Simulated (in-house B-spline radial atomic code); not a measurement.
Checks on a self-consistent run for Rh²²⁺, [Ar] 3d5. Method: Dirac-Hartree-Fock, average of configuration, Fermi nucleus of rms radius 4.4945 fm. Calculated with a B-spline radial code for spherical atoms.

```
orbital  q      ε (Eh)    <1/r>        <r²>  small-component weight
  1s1/2  2  -888.63836  47.0539  0.00143739                0.027083
  2s1/2  2  -157.06728  10.8657   0.0233426               0.0057027
  2p1/2  2  -147.37097  10.8003   0.0175615               0.0056696
  2p3/2  4  -141.98849  10.2139   0.0188497               0.0054663
  3s1/2  2   -49.88615  3.99245    0.154628               0.0017685
  3p1/2  2   -46.01759  3.90353    0.148018               0.0017118
  3p3/2  4   -44.92576    3.765    0.154847               0.0016637
  3d3/2  2   -39.10803  3.63792    0.127295               0.0015677
  3d5/2  3   -38.88404  3.60222    0.129155               0.0015536
```

Electron-electron repulsion V_ee = 993.6281 hartree.

Task: What total energy follows from the eigenvalues?

Result: The eigenvalues count the repulsion twice, so E = Σqε - V_ee = -3520.486 - 993.628 = -4514.114 hartree; the run printed -4514.114.

Task: Does the Dirac virial theorem hold?

Result: For a point nucleus E = -2c²Σq·w, with w the small-component weight. Here Σq·w = 0.12019 and c = 137.0360, so the ratio E/(-2c²Σq·w) is 1.000036; the finite nucleus accounts for the departure from 1.

Task: What diamagnetic shielding (Lamb formula) and susceptibility (Langevin formula) do the radii give?

Result: σ = (α²/3)Σq<1/r> = 227.23/(3·137.036²) = 4033.4 ppm, and χ = -0.79199×10⁻⁶·Σq<r²> = -1.605×10⁻⁶ cm³/mol with Σq<r²> = 2.0268 bohr². Both are non-relativistic formulas without the paramagnetism of open shells.
